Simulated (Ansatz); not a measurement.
Start from `F[BH][AlH][F]` and change one atom or group to get `F[BH][AlH2]`.

Ansatz, PBE0-D4/def2-TZVP geometries, multiplicity 1. Each molecule was computed in one conformer, which needn't be the lowest.

| property | `F[BH][AlH][F]` |
| --- | --- |
| HOMO energy (PBE0/def2-TZVPP) / eV | -7.60 |
| HOMO energy (ωB97M-V/def2-TZVPP) / eV | -9.73 |
| vertical ionisation energy (CCSD(T)/CBS(def2)) / eV | 10.32 |
| HOMO energy (B3LYP/def2-TZVPP) / eV | -7.43 |
| LUMO energy (PBE0/def2-TZVPP) / eV | -2.05 |
| LUMO energy (PBE/def2-TZVPP) / eV | -3.00 |

Question: Give the same properties after the change, and the shifts. (Estimate.)

Answer: Computed: 
| property | `F[BH][AlH2]` | shift |
| --- | --- | --- |
| HOMO energy (PBE0/def2-TZVPP) / eV | -7.31 | 0.29 |
| HOMO energy (ωB97M-V/def2-TZVPP) / eV | -9.45 | 0.28 |
| vertical ionisation energy (CCSD(T)/CBS(def2)) / eV | 9.93 | -0.39 |
| HOMO energy (B3LYP/def2-TZVPP) / eV | -7.14 | 0.29 |
| LUMO energy (PBE0/def2-TZVPP) / eV | -1.86 | 0.19 |
| LUMO energy (PBE/def2-TZVPP) / eV | -2.63 | 0.37 |

With PBE0 the HOMO rises by 0.29 eV and the LUMO rises by 0.19 eV, so the gap narrows by about 0.10 eV. PBE moves the HOMO by 0.25 eV and ωB97M-V by 0.28 eV.

B3LYP here is the variant with VWN-RPA as its local correlation; programs differ in this.
